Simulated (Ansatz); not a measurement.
Isolated molecules relaxed with PBE0-D4/def2-TZVP in Ansatz; ΔE leaves out vibrations. CCSD(T)/CBS is the MP2 limit (def2-TZVPP, def2-QZVPP) plus CCSD(T) − MP2 in def2-TZVPP, frozen cores. Functionals use def2-TZVPP. B3LYP here is the variant with VWN-RPA as its local correlation; programs differ in this. HSE06 is defined as in plane-wave codes. For Se outer-core shells are correlated without core-valence functions, which leaves a few kJ/mol of doubt a bond. Scalar relativity is left out up to krypton. One conformer a species, not always the lowest.

`[SiH3]C[SiH2][SeH]` + `[CH3][AlH][CH3]` → `[CH3][AlH][SiH2][SeH]` + `CC[SiH3]`  (redistribution)

`[SiH3]C[SiH2][SeH]`:

Z-matrix (Å, degrees):
```
Si
C 1 1.878
H 1 1.484 2 110.7
H 1 1.489 2 109.9 3 119.8
H 1 1.487 2 110.3 3 -120.8
Si 2 1.865 1 114.3 3 79.3
H 2 1.096 1 109.2 3 -160.0
H 2 1.095 1 109.0 3 -43.6
Se 6 2.284 2 112.5 1 -47.4
H 6 1.485 2 110.5 1 67.5
H 6 1.486 2 110.8 1 -171.1
H 9 1.470 6 93.2 2 -62.0
```

`[CH3][AlH][CH3]`:

Z-matrix (Å, degrees):
```
C
Al 1 1.954
H 1 1.092 2 113.4
H 1 1.095 2 111.1 3 121.8
H 1 1.096 2 110.4 3 -120.9
C 2 1.954 1 121.2 3 -176.1
H 2 1.595 1 120.2 3 4.5
H 6 1.096 2 110.5 1 -117.3
H 6 1.093 2 113.4 1 3.7
H 6 1.095 2 111.0 1 125.4
```

`[CH3][AlH][SiH2][SeH]`:

Cartesian coordinates in Å:
```
C 1.791 -0.308 -1.568
Al -0.006 0.201 -1.004
Si -0.729 -0.029 1.337
Se -2.889 0.736 1.436
H 2.344 0.580 -1.895
H 1.750 -0.981 -2.431
H 2.376 -0.794 -0.784
H -1.039 0.791 -2.061
H 0.124 0.755 2.279
H -0.675 -1.442 1.816
H -3.048 0.491 2.876
```

`CC[SiH3]`:

Cartesian coordinates in Å:
```
C -0.560 0.452 -1.225
C -0.222 -0.642 -0.217
Si 0.676 -0.005 1.302
H -1.082 0.049 -2.096
H 0.341 0.955 -1.585
H -1.203 1.217 -0.782
H 0.402 -1.413 -0.683
H -1.133 -1.152 0.115
H -0.157 1.006 2.011
H 1.957 0.647 0.911
H 0.980 -1.113 2.248
```

```json
{"level": "LDA (SPW92)", "ΔE (kcal/mol)": "10.7", "difference from CCSD(T)/CBS": "-2.2"}
{"level": "PBE-D4", "ΔE (kcal/mol)": "10.0", "difference from CCSD(T)/CBS": "-2.9"}
{"level": "revPBE-D4", "ΔE (kcal/mol)": "10.1", "difference from CCSD(T)/CBS": "-2.8"}
{"level": "BLYP-D4", "ΔE (kcal/mol)": "12.0", "difference from CCSD(T)/CBS": "-0.9"}
{"level": "r2SCAN-D4", "ΔE (kcal/mol)": "12.8", "difference from CCSD(T)/CBS": "-0.1"}
{"level": "B97M-V", "ΔE (kcal/mol)": "12.9", "difference from CCSD(T)/CBS": "0.0"}
{"level": "PBE0-D4", "ΔE (kcal/mol)": "10.7", "difference from CCSD(T)/CBS": "-2.2"}
{"level": "B3LYP-D4", "ΔE (kcal/mol)": "12.3", "difference from CCSD(T)/CBS": "-0.6"}
{"level": "r2SCANh-D4", "ΔE (kcal/mol)": "12.8", "difference from CCSD(T)/CBS": "-0.1"}
{"level": "HSE06-D4", "ΔE (kcal/mol)": "10.6", "difference from CCSD(T)/CBS": "-2.3"}
{"level": "BHLYP-D4", "ΔE (kcal/mol)": "12.9", "difference from CCSD(T)/CBS": "0.0"}
{"level": "CAM-B3LYP-D4", "ΔE (kcal/mol)": "13.0", "difference from CCSD(T)/CBS": "0.1"}
{"level": "ωB97X-V", "ΔE (kcal/mol)": "12.1", "difference from CCSD(T)/CBS": "-0.8"}
{"level": "ωB97M-V", "ΔE (kcal/mol)": "14.7", "difference from CCSD(T)/CBS": "1.8"}
{"level": "B2PLYP", "ΔE (kcal/mol)": "12.4", "difference from CCSD(T)/CBS": "-0.5"}
{"level": "PBE-QIDH", "ΔE (kcal/mol)": "12.1", "difference from CCSD(T)/CBS": "-0.8"}
{"level": "PBE", "ΔE (kcal/mol)": "9.1", "difference from CCSD(T)/CBS": "-3.8"}
{"level": "revPBE", "ΔE (kcal/mol)": "8.3", "difference from CCSD(T)/CBS": "-4.6"}
{"level": "BLYP", "ΔE (kcal/mol)": "10.1", "difference from CCSD(T)/CBS": "-2.8"}
{"level": "PBE0", "ΔE (kcal/mol)": "9.8", "difference from CCSD(T)/CBS": "-3.1"}
{"level": "B3LYP", "ΔE (kcal/mol)": "10.8", "difference from CCSD(T)/CBS": "-2.1"}
{"level": "r2SCANh", "ΔE (kcal/mol)": "12.5", "difference from CCSD(T)/CBS": "-0.4"}
{"level": "r2SCAN0", "ΔE (kcal/mol)": "12.5", "difference from CCSD(T)/CBS": "-0.4"}
{"level": "HSE06", "ΔE (kcal/mol)": "9.8", "difference from CCSD(T)/CBS": "-3.1"}
{"level": "BHLYP", "ΔE (kcal/mol)": "11.6", "difference from CCSD(T)/CBS": "-1.3"}
{"level": "CAM-B3LYP", "ΔE (kcal/mol)": "12.1", "difference from CCSD(T)/CBS": "-0.8"}
{"level": "RPA@PBE/def2-TZVPP", "ΔE (kcal/mol)": "11.2", "difference from CCSD(T)/CBS": "-1.7"}
{"level": "HF/def2-SVP", "ΔE (kcal/mol)": "9.1", "difference from CCSD(T)/CBS": "-3.8"}
{"level": "MP2/def2-SVP", "ΔE (kcal/mol)": "11.3", "difference from CCSD(T)/CBS": "-1.6"}
{"level": "CCSD/def2-SVP", "ΔE (kcal/mol)": "8.7", "difference from CCSD(T)/CBS": "-4.2"}
{"level": "CCSD(T)/def2-SVP", "ΔE (kcal/mol)": "8.8", "difference from CCSD(T)/CBS": "-4.1"}
{"level": "HF/def2-TZVPP", "ΔE (kcal/mol)": "10.7", "difference from CCSD(T)/CBS": "-2.2"}
{"level": "MP2/def2-TZVPP", "ΔE (kcal/mol)": "14.9", "difference from CCSD(T)/CBS": "2.0"}
{"level": "CCSD/def2-TZVPP", "ΔE (kcal/mol)": "12.1", "difference from CCSD(T)/CBS": "-0.8"}
{"level": "HF/def2-QZVPP", "ΔE (kcal/mol)": "10.9", "difference from CCSD(T)/CBS": "-2.0"}
{"level": "MP2/def2-QZVPP", "ΔE (kcal/mol)": "15.3", "difference from CCSD(T)/CBS": "2.4"}
{"level": "SCS-MP2/def2-QZVPP", "ΔE (kcal/mol)": "13.9", "difference from CCSD(T)/CBS": "1.0"}
{"level": "HF/CBS(def2)", "ΔE (kcal/mol)": "10.9", "difference from CCSD(T)/CBS": "-2.0"}
{"level": "MP2/CBS(def2)", "ΔE (kcal/mol)": "15.5", "difference from CCSD(T)/CBS": "2.6"}
{"level": "CCSD/CBS(def2)", "ΔE (kcal/mol)": "12.7", "difference from CCSD(T)/CBS": "-0.2"}
{"level": "CCSD(T)/CBS", "ΔE (kcal/mol)": "12.9", "difference from CCSD(T)/CBS": "0"}
```

Largest T1 diagnostic among the species: 0.010.

In def2-TZVPP, CCSD(T) changes the Hartree–Fock value by +1.6 kcal/mol (the triples alone add +0.2 kcal/mol) and MP2 by +4.2 kcal/mol. From PBE to PBE0 (25 % exact exchange), in def2-TZVPP and without D4, ΔE moves by +0.8 kcal/mol. Leaving LDA and LC-ωPBE aside and taking each functional with its dispersion term where it has one, the values spread over 4.7 kcal/mol, from PBE-D4 to ωB97M-V. LDA lies +1.6 kcal/mol from PBE without D4.
